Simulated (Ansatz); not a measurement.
Breaking a bond: SiH (cation, charge +1), singlet.

RKS-CAM-B3LYP = Ansatz (an electronic-structure program) with restricted CAM-B3LYP/cc-pVTZ; RKS-PBE = restricted PBE/cc-pVTZ in Ansatz; UCCSD(T) = CCSD(T) on UHF/cc-pVTZ, frozen core in Ansatz; UKS-CAM-B3LYP = Ansatz with unrestricted CAM-B3LYP/cc-pVTZ; UKS-PBE = unrestricted PBE/cc-pVTZ in Ansatz; FCI = full CI/cc-pVTZ, frozen core (Ansatz).

Cost and accuracy over the 22 points of the scan, with FCI as yardstick. Costs are rough ratios of core time within Ansatz on shared cores, each with its mean field (Kohn-Sham runs search longer for lower solutions than correlated ones do); the miss is the largest error against full CI of the curve after the mean shift, in kJ/mol.

Question: Which of them comes closest to FCI within 2 times the cost of the cheapest?

Answer: RKS-PBE, 92.9 kJ/mol off at most.

```tsv
level	relative cost	largest error
RKS-CAM-B3LYP	1	200.5
RKS-PBE	1	92.9
UCCSD(T)	3	10.2
UKS-CAM-B3LYP	4	17.8
UKS-PBE	6	16.5
```

Costs within a factor of two of each other count as equal.

The restricted form behind RKS-CAM-B3LYP, RKS-PBE keeps the bonding electrons paired and can't separate into open-shell fragments. The unrestricted determinant behind UCCSD(T) is spin-contaminated at 1.23 to 1.64, 2.06 to 6.00 Å (<S²> up to 1.0, against 0.00 for a pure singlet). The unrestricted determinant behind UKS-CAM-B3LYP is spin-contaminated at 2.29 to 6.00 Å (<S²> up to 1.0, against 0.00 for a pure singlet). The unrestricted determinant behind UKS-PBE is spin-contaminated at 2.74 to 6.00 Å (<S²> up to 1.0, against 0.00 for a pure singlet).
